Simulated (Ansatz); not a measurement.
Compare A (`CCB(N)Cl`) with its isomer B (`CNB(C)Cl`).

Isolated molecules relaxed with PBE0-D4/def2-TZVP in Ansatz; ΔE leaves out vibrations. CCSD(T)/CBS adds triple-zeta CCSD(T) − MP2 to the extrapolated MP2 energy (def2 sets, frozen cores). DFT in def2-TZVPP. B3LYP here is the variant with VWN-RPA as its local correlation; programs differ in this. One conformer a species, not always the lowest.

**Question.** Which isomer does CCSD(T)/CBS put lower? Give the gap. (An estimate is asked.)

**Answer.** The calculation gave: A, by 5.2 kcal/mol.

**Question.** Give E(B) − E(A) in kcal/mol with PBE-D4, B3LYP-D4, HF/def2-TZVPP, LDA (SPW92), PBE0-D4, MP2/def2-TZVPP, CCSD(T)/def2-TZVPP. (An estimate is asked.)

**Answer.** The calculation gave: PBE-D4 4.4, B3LYP-D4 4.4, HF/def2-TZVPP 5.1, LDA (SPW92) 3.8, PBE0-D4 4.8, MP2/def2-TZVPP 5.5, CCSD(T)/def2-TZVPP 5.1. None reverses the order clearly.

**Question.** Does the order hold for the free energy at 298.15 K (harmonic terms from PBE0-D4)? (An estimate is asked.)

**Answer.** Ansatz gave: Yes: G(B) − G(A) = +4.8 kcal/mol, for one conformer each. Modes under 60 cm⁻¹, often nearly free rotors, make the harmonic entropy too high.

Largest T1 diagnostic: 0.011.

Leaving LDA and LC-ωPBE aside and taking each functional with its dispersion term where it has one, the values, not all of them listed here, spread over 1.1 kcal/mol, from BLYP-D4 to ωB97M-V. At CCSD(T), def2-SVP lies −1.0 kcal/mol from the extrapolated value and def2-TZVPP −0.1 kcal/mol.
